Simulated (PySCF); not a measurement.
A structure optimised at PBE0-D3(BJ)/def2-SVP, used in a PySCF frequency run:

```xyz
12

In    -0.3119    -0.5084     0.0000
H     -1.4130    -1.8373     0.0000
C     -0.6267     1.6391     0.0000
C      0.6639     2.4481     0.0000
H     -1.2477     1.8791    -0.8790
H     -1.2477     1.8791     0.8790
H      1.2847     2.2333     0.8846
H      1.2847     2.2333    -0.8846
H      0.4690     3.5346     0.0000
N      1.6459    -1.0275     0.0000
H      1.9963    -1.9782     0.0000
H      2.4107    -0.3626     0.0000
```

Task: Write its SMILES, formula and point group.

Result: C[CH2][InH][NH2], C2H8InN, Cs

Task: What are its rotational constants (standard atomic weights)?

Result: 6.2901, 2.6950, 1.9319 GHz
